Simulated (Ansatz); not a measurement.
BH5OS2Si (`[SiH3]OB(S)S`). Charge 0, multiplicity 1. The geometry is a stationary point of PBE0-D4/def2-TZVP. It is one conformer, not always the lowest.

```xyz
10

Si    0.115    1.816   -0.136
O    -0.490    0.314    0.194
B    -0.093   -0.972    0.075
S     1.514   -1.373   -0.685
S    -1.153   -2.320    0.667
H    -0.963    2.591   -0.792
H     0.499    2.456    1.145
H     1.295    1.714   -1.030
H     1.416   -2.704   -0.545
H    -2.140   -1.523    1.107
```

(1) What is the dipole moment at B3LYP/def2-TZVPP? (Best estimate.)

(2) And with PBE, r2SCAN, ωB97M-V? (Estimate.)

(3) Give the Mulliken charges with B3LYP, ωB97M-V, PBE in def2-TZVPP. (Best estimate.)

Answers

(1) Ansatz gave: 0.91 D, with components (-0.31, 0.85, 0.13) D in this frame, pointing from negative to positive charge.

(2) Ansatz gave: PBE 0.90 D, r2SCAN 0.92 D, ωB97M-V 0.91 D.

(3) Computed: 
```json
{"atom": "Si1", "B3LYP": "0.38", "ωB97M-V": "0.28", "PBE": "0.32"}
{"atom": "O2", "B3LYP": "-0.31", "ωB97M-V": "-0.32", "PBE": "-0.24"}
{"atom": "B3", "B3LYP": "0.29", "ωB97M-V": "0.23", "PBE": "0.25"}
{"atom": "S4", "B3LYP": "-0.20", "ωB97M-V": "-0.17", "PBE": "-0.20"}
{"atom": "S5", "B3LYP": "-0.20", "ωB97M-V": "-0.18", "PBE": "-0.20"}
{"atom": "H6", "B3LYP": "-0.06", "ωB97M-V": "-0.02", "PBE": "-0.05"}
{"atom": "H7", "B3LYP": "-0.06", "ωB97M-V": "-0.02", "PBE": "-0.05"}
{"atom": "H8", "B3LYP": "-0.05", "ωB97M-V": "-0.01", "PBE": "-0.04"}
{"atom": "H9", "B3LYP": "0.11", "ωB97M-V": "0.11", "PBE": "0.11"}
{"atom": "H10", "B3LYP": "0.11", "ωB97M-V": "0.11", "PBE": "0.11"}
```

B3LYP here is the variant with VWN-RPA as its local correlation; programs differ in this.
